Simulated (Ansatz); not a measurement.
Frontier orbitals of C9H22Ge (`C[CH](C)[GeH]([CH](C)C)[CH](C)C`).

Total charge 0; spin multiplicity 1. Correlated methods include outer-core shells of Ge, which these sets cover unevenly. Scalar relativity is left out up to krypton. Geometry: relaxed with PBE0-D4/def2-TZVP. It is one conformer, not always the lowest. Basis def2-TZVPP, the Gaussian-basis code of Ansatz.

| functional | HOMO (eV) | LUMO (eV) |
| --- | --- | --- |
| r2SCAN | -6.26 | 0.70 |

**Question.** Give HOMO and LUMO (eV) with LDA (SPW92), PBE, revPBE, BLYP, B97M-V, PBE0, B3LYP, r2SCANh, r2SCAN0, HSE06 (plane-wave form), BHLYP, CAM-B3LYP, LC-ωPBE, ωB97X-V, ωB97M-V, HF. (An estimate is asked.)

**Answer.** Computed: 
```tsv
functional	HOMO	LUMO
LDA (SPW92)	-6.14	-0.12
PBE	-6.04	0.14
revPBE	-5.99	0.28
BLYP	-5.93	0.18
B97M-V	-6.38	0.18
PBE0	-7.21	0.94
B3LYP	-7.03	0.64
r2SCANh	-6.69	0.95
r2SCAN0	-7.35	1.31
HSE06 (plane-wave form)	-6.81	0.57
BHLYP	-8.31	1.60
CAM-B3LYP	-8.53	1.75
LC-ωPBE	-9.81	3.04
ωB97X-V	-9.50	2.78
ωB97M-V	-9.38	2.39
HF	-10.01	3.60
```

B3LYP here is the variant with VWN-RPA as its local correlation; programs differ in this. LC-ωPBE has ω = 0.4 bohr⁻¹. Positive LUMOs are unbound and depend on the basis.
